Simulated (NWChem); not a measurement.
Molecule: CH₆F₂Si₂; SMILES C(F)([SiH2][SiH3])F

```xyz
11

F     -0.5711     1.5360    -1.1125
C      0.2376     1.4395     0.0000
F     -0.5711     1.5360     1.1125
Si     1.0898    -0.2895     0.0000
Si    -0.5952    -1.9247     0.0000
H      0.8986     2.3155     0.0000
H      1.9541    -0.3742     1.2097
H      1.9541    -0.3742    -1.2097
H     -1.4472    -1.7853    -1.2101
H      0.0179    -3.2819     0.0000
H     -1.4472    -1.7853     1.2101
```
Atoms are numbered in this order, from 1.

Results from NWChem. Pople sets run with spherical d functions. Structure relaxed at the B3LYP/6-31G* (spherical d) level.

**Question.** What does the run give for BP86/6-31G*? Quantities: highest occupied level (eV); orbital gap (eV); dipole (D).

**Answer.** 
```json
{
  "highest occupied level (eV)": "-6.85",
  "orbital gap (eV)": "6.21",
  "dipole (D)": "1.33"
}
```
